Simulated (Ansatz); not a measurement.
Molecule: sum formula HGeO, charge 1, multiplicity 1. It need not be the lowest isomer of its formula. 
Structure (B3LYP-D3(BJ)/def2-TZVP (Ansatz, a quantum-chemistry and plane-wave program) minimum search):
SMILES: [OH+]=[Ge]
```xyz
3

O      0.0000     0.0000    -1.2837
Ge     0.0000     0.0000     0.3913
H      0.0000     0.0000    -2.2512
```
Charge +1, spin multiplicity 1.

Basis-set convergence of Hartree-Fock and CCSD correlation energies (hartree) with Ansatz. Valence correlation only, unless marked. No spin-orbit coupling. The frozen core is the preceding noble-gas configuration, with the filled d and f shells of earlier blocks. No relativistic terms.

```tsv
basis	functions	E(HF)	E(corr, CCSD)
def2-SVP	51	-2150.24146	-0.26321
def2-TZVPP	93	-2150.60387	-0.31934
def2-QZVPP	176	-2150.64945	-0.33987
```

Extrapolating the two largest sets (X = 3 and 4) as X^-3: E(corr) = (64·(-0.33987) - 27·(-0.31934))/37 = -0.3549 Eh, an estimate of the basis-set limit. The largest set recovers 95.8 % of it, the smallest 74.2 %.
